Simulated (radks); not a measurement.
Values are calculated unless marked as measured or tabulated.
Species: Er2+. Configuration: [Kr] 4d10 4f12 5s1 5p6 5f1 (not the ground configuration).

Level of theory: scalar-relativistic Kohn-Sham, SCAN, spin-unpolarised, spherical densities, finite nucleus; meta-GGA in the generalised Kohn-Sham scheme; Fermi nuclear charge, rms radius 5.2516 fm (a radial shooting solver on a logarithmic mesh with Libxc functionals).

Energy parts (eV):
total: -356029.90
kinetic: 385940.57
electron-nucleus: -872127.29
Hartree: 137720.71
exchange-correlation: -7563.89

Orbitals (lengths in bohr, moments of r in powers of bohr; <r^-3> diverges for s and p1/2; r(max) is where P^2 peaks; r(90%) holds 90 % of the orbital's charge):
orbital,occ.,eigenvalue (eV),<r^-3>,r(max),r(90%)
1s,2,-57468.18,-,0.01286,0.0369
2s,2,-9698.924,-,0.07316,0.134
2p,6,-8577.318,14330,0.05957,0.125
3s,2,-2202.329,-,0.2068,0.330
3p,6,-1858.747,3092,0.2036,0.336
3d,10,-1428.709,409.1,0.1666,0.317
4s,2,-458.7664,-,0.4743,0.729
4p,6,-345.3210,691.6,0.4957,0.784
4d,10,-192.9676,77.13,0.5123,0.879
4f,12,-27.7017,10.79,0.5104,1.37
5s,1,-77.1153,-,1.101,1.78
5p,6,-50.2012,92.13,1.257,2.11
5f,1,-6.0182,0.09739,5.289,8.57

The highest occupied level is 5f at -6.018 eV. The density falls to 0.001 e/bohr^3 at r = 3.63 bohr.

Empty levels of this run are not shown, since the potential may be unsettled where no density lies.
